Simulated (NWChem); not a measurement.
System: CH₆BN; SMILES B(C)N

```xyz
9

B     -0.5147     0.0901     0.0000
H     -1.7264     0.1864     0.0000
C      0.1785    -1.3231     0.0000
H     -0.1479    -1.9056    -0.8785
H     -0.1479    -1.9056     0.8785
H      1.2800    -1.2923     0.0000
N      0.2117     1.2797     0.0000
H     -0.2232     2.1925     0.0000
H      1.2238     1.3118     0.0000
```
Atoms are numbered in this order, from 1.

The geometry was optimised at PBE0/def2-SVP.

Problem. Give the principal values of the shielding tensors (ppm) of B1, C3, N7 from B3LYP/6-311G** (spherical d), GIAO (NWChem), with their diamagnetic and paramagnetic parts as GIAO splits them.

Solution. 
```json
[
 {"atom": "B1", "σ11": "15.9", "σ22": "49.0", "σ33": "116.1", "isotropic": "60.3", "diamagnetic": "195.8", "paramagnetic": "-135.4"},
 {"atom": "C3", "σ11": "164.0", "σ22": "176.4", "σ33": "189.9", "isotropic": "176.7", "diamagnetic": "246.4", "paramagnetic": "-69.6"},
 {"atom": "N7", "σ11": "60.2", "σ22": "201.5", "σ33": "202.2", "isotropic": "154.6", "diamagnetic": "313.7", "paramagnetic": "-159.0"}
]
```
